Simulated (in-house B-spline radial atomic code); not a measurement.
Configurations of Zn IV (Zn3+), with energies counted from [Ar] 3d9. Method: scalar-relativistic (X2C) TPSSh, spin-polarised, spherical fractional occupations, exact exchange averaged over the configuration, Fermi nucleus of rms radius 3.9283 fm. Calculated with an all-electron radial atomic-structure program (B-spline basis). Shells without spins written out take the highest spin.

Occupations are held fixed; configurations that lie above the ionisation limit could autoionise.

```json
{"configuration": "[Ar] 3d8 4p1", "E - E(ref) (eV)": "26.098", "highest orbital": "4p up", "its <r> (bohr)": "2.226"}
{"configuration": "[Ne] 3s2 3p5 3d10", "E - E(ref) (eV)": "75.871", "highest orbital": "3d down", "its <r> (bohr)": "0.8189"}
{"configuration": "[Ne] 3s2 3p5 3d9 4p1", "E - E(ref) (eV)": "102.5", "highest orbital": "4p up", "its <r> (bohr)": "2.219"}
{"configuration": "[Ne] 3s2 3p5 3d9 4f1", "E - E(ref) (eV)": "123.05", "highest orbital": "4f up", "its <r> (bohr)": "4.359"}
```

Order these further configurations by energy, lowest first.
A. [Ne] 3s2 3p5 3d9 4d1
B. [Ar] 3d8 4f1
C. [Ar] 3d8 4d1
D. [Ar] 3d8 4s1
E. [Ne] 3s2 3p5 3d9 4s1

D (16.505 eV), C (38.647 eV), B (46.551 eV), E (92.876 eV), A (115.11 eV).
